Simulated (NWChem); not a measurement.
Molecule: ZnSiH$_{3}$OBr; SMILES [SiH3][O][Zn][Br]

```xyz
7

Zn     0.1666     0.0827     0.0001
Br    -0.0930    -2.1241     0.0000
O      0.4638     1.8192    -0.0002
Si    -0.2789     3.2861     0.0000
H     -1.1364     3.4733    -1.2165
H      0.7488     4.3702     0.0174
H     -1.1629     3.4598     1.1995
```
Atoms are numbered in this order, from 1.

Computed with NWChem. Medium grid unless said otherwise, to which SCAN and Minnesota functionals are sensitive. Structure relaxed at the PBE0/def2-SVP level. No frequency run checked for a minimum.

For level B3LYP/def2-SVP:

```yaml
highest occupied level (eV): -7.92
orbital gap (eV): 6.16
```

**Question.** What are these values for level r2SCAN0/def2-SVP?

**Answer.** 
- highest occupied level (eV) = -8.48
- orbital gap (eV) = 7.17
